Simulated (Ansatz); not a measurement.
C2H7MgNO, SMILES C[N](C)[Mg][OH].

Coordinates come from a PBE0-D3(BJ)/def2-SVP optimisation. The structure was generated by enumeration; whether it is a known compound was not checked. One conformer was computed; it need not be the lowest.

Two levels are set side by side: PBE/def2-SVPD (Ansatz, an electronic-structure program) and CAM-B3LYP/def2-SVPD (Ansatz). Energy differences of separate SCF runs at the same geometry; the states with an electron removed or added have multiplicity 2 and 2. Differences are taken from unrounded values.

```tsv
quantity	CAM-B3LYP
vertical ionisation energy (eV)	7.56
vertical singlet–triplet gap (eV)	3.31
```

Q: What does PBE give, and how far is it from CAM-B3LYP? (The exact figures need the calculation; the answer reports its results.)

A: 
| quantity | PBE | PBE minus CAM-B3LYP |
|---|---|---|
| vertical ionisation energy (eV) | 7.40 | -0.16 |
| vertical singlet–triplet gap (eV) | 2.99 | -0.32 |
